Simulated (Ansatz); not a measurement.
The first iterations of a band of AlFH3NO + BrH (9 atoms, charge 0, multiplicity 1).

The calculation used RHF/def2-SVP in Ansatz 0.2.0.

```json
{
 "movable images": "7",
 "climbing image": "yes",
 "spring": "5.0 eV/Å²",
 "optimiser": "quadratic models (default)",
 "start path": "through a guess of the saddle point",
 "force threshold": "0.03 eV/Å",
 "iteration limit": "60",
 "end points": "relaxed"
}
```

Image 0:

```xyz
9
Properties=species:S:1:pos:R:3
Al -0.211 -0.266 -0.235
F -0.250 -0.280 1.428
O 1.264 -0.296 -1.024
H 2.156 -0.237 -0.733
N -1.732 -0.304 -1.097
H -2.638 -0.315 -0.670
H -1.819 -0.295 -2.095
Br 0.209 3.028 1.708
H 0.003 1.742 2.253
```

Image 8:

```xyz
9
Properties=species:S:1:pos:R:3
Al -0.102 0.484 -0.170
F -0.294 -0.010 1.819
O 1.370 -0.329 -0.342
H 1.940 -0.442 -1.080
N -1.586 -0.020 -0.979
H -1.743 -0.926 -1.375
H -2.395 0.556 -1.107
Br -0.038 2.725 0.432
H -0.171 0.737 2.334
```

| iteration | highest image above the first end (eV) | largest band force component (eV/Å) |
| --- | --- | --- |
| 1 | 3.111 | 20.351 |
| 2 | 1.224 | 1.870 |
| 3 | 0.869 | 1.449 |
| 4 | 0.757 | 0.675 |
| 5 | 0.523 | 0.792 |
| 6 | 0.475 | 0.659 |
| 7 | 0.490 | 0.855 |
| 8 | 0.636 | 1.047 |
| 9 | 0.737 | 0.512 |
| 10 | 0.744 | 0.510 |

Question: Does the band converge within its limit, and where does its top end?

Answer: The forces met the threshold. It ended after 31 iterations with the highest image 0.729 eV above the first end. Beside the main top the profile has a ripple of under 15 meV (maxima at images 3, 6), which may be a very shallow well or noise. A vibrational analysis at the climbing image gives one clearly imaginary mode, 1241i cm⁻¹: a first-order saddle point. The orbitals stay closed-shell, which can raise the energy where a bond breaks towards radicals; this wasn't checked here.

Run time: 4.9 min on 2 threads of Arm Neoverse V2, on a shared host, peak memory 0.26 GiB.
